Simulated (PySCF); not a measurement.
**How methods differ on the excitation energy of Sr⁺**

Sr⁺ [Kr] 5s1 (2S) → Sr⁺ [Kr] 4d1 (2D), as a difference of total energies. Computed with PySCF 2.14 in ANO-RCC-VTZP, with scalar relativity by spin-free X2C-1e. Correlated levels: valence and next inner shell: [Ar] 3d10 frozen. The calculations carry no spin-orbit coupling.

```json
{"method": "UHF", "excitation energy (cm⁻¹)": "16273"}
{"method": "LDA", "excitation energy (cm⁻¹)": "14528"}
{"method": "PBE", "excitation energy (cm⁻¹)": "13061"}
{"method": "PBE0", "excitation energy (cm⁻¹)": "13153"}
{"method": "r2SCAN0", "excitation energy (cm⁻¹)": "12986"}
{"method": "wB97M-V", "excitation energy (cm⁻¹)": "13384"}
{"method": "B3LYP", "excitation energy (cm⁻¹)": "14107"}
{"method": "MP2 (valence and next inner shell)", "excitation energy (cm⁻¹)": "17444"}
```

Estimate what r2SCAN gives.

12399 cm⁻¹, closest to r2SCAN0 among the rows shown.

Estimate what SCS-MP2 (valence and next inner shell) gives.

17155 cm⁻¹, closest to MP2 (valence and next inner shell) among the rows shown.

Errors of the correlated levels include the incompleteness of this basis and the frozen core.

For comparison: 14724 cm⁻¹ (measured; NIST levels, between the centres of gravity of the two terms).
